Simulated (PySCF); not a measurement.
(NMe2)3Si-O-SiH3: computed shieldings and shifts

(NMe2)3Si-O-SiH3, C6H21N3OSi2, point group C1.

Cartesian coordinates in Å; atom numbers follow the order of the lines, from 1:
```xyz
33

Si   -0.1047    0.0301    0.2209
N     0.1580    0.9461   -1.2201
C     1.4057    1.6275   -1.4513
C    -0.8906    1.2940   -2.1413
N    -1.6782   -0.6680    0.2475
C    -1.9477   -1.9217   -0.4034
C    -2.8346   -0.0020    0.7852
N     1.1738   -1.1209    0.3359
C     1.8564   -1.6869   -0.7969
C     1.5023   -1.7348    1.5971
O    -0.0477    0.9836    1.5919
Si    0.8321    2.2482    2.1925
H     2.1654    1.2981   -0.7256
H     1.3080    2.7282   -1.3616
H     1.8055    1.4175   -2.4626
H    -1.1364    2.3747   -2.1134
H    -1.8061    0.7346   -1.9023
H    -0.6098    1.0524   -3.1851
H    -1.0082   -2.4035   -0.7132
H    -2.5820   -1.8086   -1.3065
H    -2.4704   -2.6238    0.2748
H    -3.5619    0.2896   -0.0002
H    -3.3738   -0.6514    1.5015
H    -2.5328    0.9056    1.3256
H     2.9541   -1.5567   -0.7219
H     1.5209   -1.2015   -1.7242
H     1.6665   -2.7749   -0.8954
H     2.5828   -1.6460    1.8223
H     1.2515   -2.8143    1.6150
H     0.9520   -1.2489    2.4154
H     0.5218    3.5122    1.4558
H     2.3003    1.9821    2.0767
H     0.4834    2.4278    3.6315
```

GIAO calculations in PySCF on the PBE0-D3(BJ)/def2-SVP structure: isolated species, non-relativistic, equivalent atoms averaged; basis pcSseg-1.

Question: Give the isotropic shieldings (ppm) with KT2, PBE0.

Answer: 
```
                                                                  atoms                        environment    KT2   PBE0
                                                                   Si12           silicon bonded to O, 3 H  403.1  394.9
                                                                    Si1           silicon bonded to 3 N, O  406.4  396.7
                                                                    O11              oxygen bonded to 2 Si  284.0  292.1
                                                               N2/N5/N8         nitrogen bonded to 2 C, Si  227.1  237.6
                                                     C3/C4/C6/C7/C9/C10            carbon bonded to N, 3 H  144.1  146.9
                                                            H31/H32/H33  hydrogen on a silicon bonded to O  26.02  26.28
H13/H14/H15/H16/H17/H18/H19/H20/H21/H22/H23/H24/H25/H26/H27/H28/H29/H30   hydrogen on a carbon bonded to N  28.60  28.83
                                                     HOMO–LUMO gap (eV)                                  –   4.34   6.59
```

Question: And the chemical shifts, against references computed in the same way?

Answer: 
| atoms | nucleus, reference | KT2 | PBE0 |
| --- | --- | --- | --- |
| Si12 | 29Si, TMS | -42.0 | -42.9 |
| Si1 | 29Si, TMS | -45.4 | -44.7 |
| O11 | 17O, H2O | 46.7 | 42.5 |
| N2/N5/N8 | 15N, NH3 | 37.2 | 28.1 |
| C3/C4/C6/C7/C9/C10 | 13C, TMS | 39.1 | 37.5 |
| H31/H32/H33 | 1H, TMS | 5.16 | 4.99 |
| H13/H14/H15/H16/H17/H18/H19/H20/H21/H22/H23/H24/H25/H26/H27/H28/H29/H30 | 1H, TMS | 2.58 | 2.44 |

Question: Which part of the shielding of Si12 depends on the functional?

Answer: Diamagnetic: KT2 884, PBE0 880 ppm; paramagnetic: KT2 -481, PBE0 -486 ppm.

Experimental scales use liquid or dissolved standards, which lie at an offset from isolated NH3 (liquid NH3: subtract about 20 ppm) and H2O (liquid H2O: subtract about 36 ppm).
